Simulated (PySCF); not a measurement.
HNSi, SMILES N#[SiH]. Coordinates come from a B3LYP-D3(BJ)/def2-TZVPD optimisation.

TDDFT-PBE/def2-TZVPD run with PySCF 2.14.0 puts the lowest singlet excitations at 3.91, 3.91, 3.94, 4.14, 4.14, 4.62 eV and the lowest triplet (TDA) at 2.76 eV.

### Question
What are the lowest singlet roots from EOM-CCSD/aug-cc-pVDZ in PySCF? (The exact figures need the calculation; the answer reports its results.)

### Answer
4.30, 4.30, 4.35, 4.51, 4.51, 5.02 eV; triplets 2.76, 3.54, 3.54 eV. S1 differs by 0.38 eV (second minus first; roots are paired by order, and the bases may differ).
